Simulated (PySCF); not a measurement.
A PySCF script (with the pyscf-properties extension) for the NMR shieldings of SMILES FC1=C[SiH2][C@@H]1Cl, C₃H₄ClFSi, on a GFN2-xTB geometry:

```python
import basis_set_exchange as bse
import numpy as np
from pyscf import gto, dft
from pyscf.prop import nmr

atoms = """
F    -2.414588   -0.158065   -0.184067
C    -1.089220   -0.006245   -0.210362
C    -0.315477    0.395303   -1.220715
Si    1.265815    0.265493   -0.201351
C    -0.208684   -0.246076    0.966918
Cl   -0.228242   -1.954349    1.508536
H    -0.631486    0.678340   -2.208641
H     2.174408   -0.833557   -0.491212
H     1.918429    1.514647    0.176423
H    -0.462071    0.349163    1.841944
"""
names = dict.fromkeys(["F", "C", "Si", "Cl", "H"], "pcSseg-1")
basis = {el: gto.basis.parse(bse.get_basis(n, elements=[el], fmt="nwchem")) for el, n in names.items()}
mol = gto.M(atom=atoms, basis=basis, charge=0, verbose=0)
mf = dft.RKS(mol, xc="PBE0")
mf.grids.level = 2
mf.grids.alignment = dft.numint.BLKSIZE   # the property module wants whole blocks of grid points
mf.conv_tol = 1e-9
mf.kernel()

calc = nmr.RKS(mf)   # GIAO
C = mf.mo_coeff
Co = C[:, mf.mo_occ > 0]
resp = mf.gen_response(singlet=True, hermi=2)
def vind(x):   # induced exchange potential for any number of trial vectors
    d = np.einsum("pi,xij,qj->xpq", C, 2 * x.reshape(-1, C.shape[1], Co.shape[1]), Co, optimize=True)
    return np.einsum("xpq,pi,qj->xij", resp(d - d.transpose(0, 2, 1)), C, Co, optimize=True).ravel()
mo1, _ = nmr.rhf.solve_mo1(calc, with_cphf=vind)
sigma = calc.kernel(mo1)
for i, s in enumerate(sigma):   # ppm
    w = np.linalg.eigvalsh((s + s.T) / 2)
    print("%2d %-2s iso %8.1f  s11 %8.1f  s22 %8.1f  s33 %8.1f" % (i, mol.atom_pure_symbol(i), w.mean(), *w))
```

**Question.** What does it print?

**Answer.** 
```
 0 F  iso    220.8  s11     85.9  s22    264.0  s33    312.5
 1 C  iso     11.7  s11    -97.2  s22     60.0  s33     72.3
 2 C  iso     73.6  s11    -15.5  s22     88.0  s33    148.5
 3 Si iso    404.8  s11    344.0  s22    396.3  s33    474.0
 4 C  iso    133.4  s11    110.5  s22    138.1  s33    151.5
 5 Cl iso    823.1  s11    632.3  s22    773.7  s33   1063.4
 6 H  iso     26.6  s11     24.5  s22     24.8  s33     30.5
 7 H  iso     27.3  s11     23.7  s22     26.0  s33     32.1
 8 H  iso     27.0  s11     23.6  s22     24.8  s33     32.6
 9 H  iso     27.2  s11     22.3  s22     27.0  s33     32.5
```

These numbers come from an equivalent density-fitted implementation of the same equations, which agrees with the script to about 0.01 ppm for H and up to a few tenths of a ppm for heavy atoms, so last digits may differ.

**Question.** Turn these shieldings into chemical shifts. Scale: 19F (170.95 ppm) vs CFCl3; 13C (186.93 ppm), 29Si (349.16 ppm), 1H (31.72 ppm) vs TMS; 35Cl (949.78 ppm) against HCl (reference shieldings calculated alike).

**Answer.** Averaging equivalent atoms: F 0: -49.9; C 1: 175.2; C 2: 113.3; C 4: 53.6; Si 3: -55.6; Cl 5: 127; H 6: 5.13; H 8: 4.73; H 9: 4.47; H 7: 4.43 ppm. Unscaled 19F shifts against computed CFCl3 carry errors that often reach 10 to 50 ppm.

Size and cost of the density-fitted run: 136 basis functions, 15 s wall time on 1 thread of an Intel Xeon 6975P-C, shared host; peak memory 0.66 GiB.
